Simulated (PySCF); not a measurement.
Computed shifts of a molecule C3H3F3, PBE/pcSseg-1 run with PySCF, GIAO, gas phase, atoms alike by connectivity averaged where their shifts nearly agree, in ppm (number of nuclei): ¹³C: 170.1 (1), 117.9 (1), 97.1 (1). ¹⁹F: -130.0 (1), -160.7 (1), -175.9 (1). ¹H: 6.46 (1), 5.43 (1), 5.30 (1). References: ¹³C against TMS (σ = 182.0 ppm); ¹⁹F against CFCl3 (σ = 133.6 ppm); ¹H against TMS (σ = 31.49 ppm), references at their B3LYP-D3(BJ)/def2-TZVP geometries, non-relativistic. Geometry optimised at PBE0-D3(BJ)/def2-SVP. Other conformers were not sampled.

**Question.** Identify the compound among the candidates.
A. C=CC(F)(F)F
B. CC(F)=C(F)F
C. F[C@H]1CC1(F)F
D. C=C(F)C(F)F

**Answer.** D, C=C(F)C(F)F
